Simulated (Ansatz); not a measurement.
Geometry optimisation, RKS PBE/6-31G in Ansatz.

The input (input.yaml):

```yaml
crystal:
  periodic: [false, false, false]
  atoms:
    - { symbol: C, position_ang: [0.82833, 1.20529, -0.4238] }
    - { symbol: C, position_ang: [0.65658, -0.06317, -0.05002] }
    - { symbol: Na, position_ang: [2.52083, -1.43154, 0.14957] }
    - { symbol: Si, position_ang: [-1.0885, -0.65247, 0.29439] }
    - { symbol: H, position_ang: [1.8026, 1.63296, -0.64564] }
    - { symbol: H, position_ang: [0.01315, 1.92327, -0.54021] }
    - { symbol: H, position_ang: [-1.98231, -0.60352, -0.87039] }
    - { symbol: H, position_ang: [-0.97654, -2.07718, 0.70989] }
    - { symbol: H, position_ang: [-1.77415, 0.06638, 1.37621] }
basis:
  gaussian: { orbitals: "6-31G" }
hamiltonian:
  xc: pbe
relax:
  f_tol: 0.015
  max_steps: 40
output:
  orbitals: {}
```

Run as:

```bash
$ ansatz run input.yaml --threads 1 --pin off --max-ram 2048MiB --backend cpu --events-out ev --progress --plain --runs-dir out
```

Task: Where does it end, and by what steps?

Result: The run converged. Limits of this set-up: no polarisation functions. After 21 steps the energy has fallen by 0.236 eV; H7 moved furthest, 0.97 Å.

```csv
step,energy less start (eV),largest force component (eV/Å),accepted
0,0.0000,1.045,yes
1,-0.1354,0.272,yes
2,-0.1494,0.137,yes
3,-0.1496,0.133,yes
4,-0.1486,0.210,no
5,-0.1509,0.045,yes
6,-0.1527,0.016,yes
7,-0.1537,0.033,yes
8,-0.1590,0.034,yes
9,-0.1631,0.066,yes
10,-0.1740,0.266,yes
11,-0.1847,0.270,yes
12,-0.2044,0.288,yes
13,-0.1756,0.853,no
14,-0.2237,0.095,yes
15,-0.2280,0.112,yes
16,-0.2333,0.094,yes
17,-0.2349,0.103,yes
18,-0.2353,0.075,yes
19,-0.2354,0.043,yes
20,-0.2356,0.017,yes
21,-0.2356,0.007,yes
```

```xyz
9
Properties=species:S:1:pos:R:3
C 0.906 1.306 -0.199
C 0.657 -0.030 -0.194
Na 2.218 -1.625 -0.736
Si -1.065 -0.681 0.278
H 1.887 1.732 -0.465
H 0.154 2.077 0.062
H -1.661 -1.516 -0.853
H -0.980 -1.637 1.466
H -2.116 0.375 0.642
```

Run time: 70 s on 1 thread of Arm Neoverse V1, on a shared host, peak memory 0.14 GiB.
